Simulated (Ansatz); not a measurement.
Ansatz (a first-principles code) input (B3LYP/6-31G*):

Ansatz 0.2 input:
```yaml
crystal:
  periodic: [false, false, false]
  atoms:
    - {symbol: Be, position_ang: [-0.00000000, -0.00000000, -0.88530070]}
    - {symbol: O, position_ang: [0.00000000, 0.00000000, 0.44265035]}
basis:
  gaussian:
    orbitals: 6-31G*
hamiltonian:
  xc: {name: B3LYP}
phonons: {temperatures: {t_min: 298.15, t_max: 298.15, t_step: 100}}
```

Q: Which harmonic wavenumbers does it give?

A: 1548 cm⁻¹ (unscaled; negative means imaginary).
